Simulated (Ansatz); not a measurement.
F$_{3}$H$_{5}$InNSi (`[F][In-]([F])([F])[NH2+][SiH3]`). The species carries charge 0 and has multiplicity 1. In: def2 effective core potential.

Cartesian coordinates in Å:
```
F -2.8466 0.9489 -0.6119
In -1.3832 0.9991 0.6687
F 0.0702 2.2646 0.3473
F -1.7247 0.4512 2.5036
N -0.2018 -0.7917 -0.0479
Si 1.4608 -0.3657 -0.5983
H -0.7588 -1.2126 -0.7878
H -0.1967 -1.4506 0.7270
H 2.1565 0.2005 0.5716
H 2.1236 -1.6158 -1.0478
H 1.3008 0.5722 -1.7244
```

Task: List the harmonic frequencies (cm⁻¹, unscaled) at PBE0-D4/def2-TZVP in Ansatz. (Estimate.)

Result: The calculation gave: 32, 57, 72, 120, 126, 144, 162, 182, 345, 498, 568, 593, 601, 674, 709, 728, 918, 942, 959, 963, 1004, 1588, 2238, 2291, 2309, 3496, 3571.

Task: Is this a minimum?

Result: Yes, all 27 modes are real.

Task: Give the ideal-gas thermochemistry at 298.15 K and 1 bar (rigid rotor, harmonic oscillator; point group Cs, symmetry number 1).

Result: Zero-point energy 154.9 kJ/mol; H(298) − E = 184.2 kJ/mol; entropy 435.5 J/(mol·K), of which translation 176.1, rotation 122.4, vibration 137.0; G(298) − E = 54.3 kJ/mol. Modes under 100 cm⁻¹ are hindered rotations or soft bends, so the harmonic entropy is rough.

Task: And at 400, 500, 600, 800 and 1000 K?

Result: 
| T (K) | H − E (kJ/mol) | S (J/mol/K) | G − E (kJ/mol) |
| --- | --- | --- | --- |
| 400 | 199.8 | 480.4 | 7.6 |
| 500 | 216.9 | 518.5 | -42.4 |
| 600 | 235.2 | 551.9 | -95.9 |
| 800 | 274.8 | 608.7 | -212.2 |
| 1000 | 317.0 | 655.8 | -338.8 |
